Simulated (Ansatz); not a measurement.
Reaction (ligand exchange at a Mo–F bond): `[F][Mo]([F])(=[S])=[S]` + HCl → `[F][Mo](=[S])(=[S])[Cl]` + H–F

Calculated with Ansatz (gas phase, PBE0-D4/def2-TZVP geometries, no zero-point term in ΔE). CCSD(T)/CBS is the MP2 limit (def2-TZVPP, def2-QZVPP) plus CCSD(T) − MP2 in def2-TZVPP, frozen cores. This one scheme is used for every species. DFT in def2-TZVPP. B3LYP here is the variant with VWN-RPA as its local correlation; programs differ in this. Elements past krypton have def2 core potentials. For Mo outer-core shells are correlated without core-valence functions, which leaves a few kJ/mol of doubt a bond.

CCSD(T)/CBS gives -25.9 kJ/mol.

Task: Another level gave -17.3 kJ/mol. Which?
A. HF/def2-TZVPP
B. PBE0-D4/def2-TZVPP
C. BLYP/def2-TZVPP
D. B3LYP-D4/def2-TZVPP

Result: B. PBE0-D4 -17.3, BLYP 2.5, B3LYP-D4 -11.8, HF/def2-TZVPP -6.2 kJ/mol.

Task: What do rigid-rotor, harmonic-oscillator terms from PBE0-D4/def2-TZVP frequencies (298.15 K, 1 bar) make of the CCSD(T)/CBS value? (An estimate is asked.)

Result: The calculation gave: ΔZPE = +4.5 kJ/mol, ΔH = -20.5 kJ/mol, ΔS = 4 J/(mol·K), ΔG = -21.7 kJ/mol.

Largest T1 diagnostic among the species: 0.025, so the coupled-cluster value is less sure than usual.

From r2SCAN to r2SCAN0 (25 % exact exchange), in def2-TZVPP and without D4, ΔE moves by −7.8 kJ/mol. At CCSD(T), def2-SVP lies +17.7 kJ/mol from the extrapolated value and def2-TZVPP +5.7 kJ/mol. The D4 term adds −7.7 kJ/mol with B3LYP and −4.1 kJ/mol with PBE0; it sums over pairs of atoms, weighted by their polarisabilities, and B3LYP, whose exchange is more repulsive, gets the larger term.
